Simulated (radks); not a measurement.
Q: Isoelectronic series with 48 electrons, all held in the configuration [Kr] 4d10 5s2, which need not be the ground one along the series. Method: Dirac Kohn-Sham, BLYP, spin-unpolarised, spherical densities, finite nucleus; Fermi nuclear charge, rms radius of each element as measured or else 0.836 A^(1/3) + 0.57 fm; computed with a radial shooting solver on a logarithmic mesh with Libxc functionals. Total energies (hartree) and mean radii <r> (bohr):

| ion | E (hartree) | 5s1/2 | 4d5/2 | 4d3/2 |
|---|---|---|---|---|
| Cd | -5596.50803 | 2.903 | 1.301 | 1.280 |
| In+ | -5883.49003 | 2.487 | 1.187 | 1.170 |
| Sn2+ | -6178.70504 | 2.221 | 1.099 | 1.084 |
| Sb3+ | -6482.17044 | 2.025 | 1.026 | 1.014 |
| Te4+ | -6793.90955 | 1.872 | 0.9653 | 0.9540 |
| I5+ | -7113.96310 | 1.746 | 0.9129 | 0.9024 |
| Xe6+ | -7442.36334 | 1.640 | 0.8671 | 0.8572 |
| Cs7+ | -7779.1577 | 1.548 | 0.8265 | 0.8170 |
| Ba8+ | -8124.3895 | 1.468 | 0.7901 | 0.7810 |
| La9+ | -8478.1126 | 1.397 | 0.7572 | 0.7484 |
| Ce10+ | -8840.3774 | 1.334 | 0.7273 | 0.7188 |
| Pr11+ | -9211.2418 | 1.277 | 0.7000 | 0.6917 |
| Nd12+ | -9590.7621 | 1.225 | 0.6749 | 0.6667 |
| Pm13+ | -9978.9946 | 1.177 | 0.6516 | 0.6437 |
| Sm14+ | -10375.9914 | 1.133 | 0.6301 | 0.6222 |
| Eu15+ | -10781.8562 | 1.093 | 0.6101 | 0.6023 |
| Gd16+ | -11196.6344 | 1.056 | 0.5914 | 0.5837 |
| Tb17+ | -11620.4484 | 1.021 | 0.5739 | 0.5663 |
| Ho19+ | -12495.2459 | 0.9580 | 0.5420 | 0.5345 |
| Er20+ | -12946.4468 | 0.9294 | 0.5274 | 0.5199 |
| Tm21+ | -13406.9926 | 0.9026 | 0.5136 | 0.5062 |
| Yb22+ | -13876.8817 | 0.8772 | 0.5006 | 0.4932 |

Estimate the row of Dy18+.

A: E (hartree) -12053.2438; 5s1/2 0.9884; 4d5/2 0.5574; 4d3/2 0.5499.
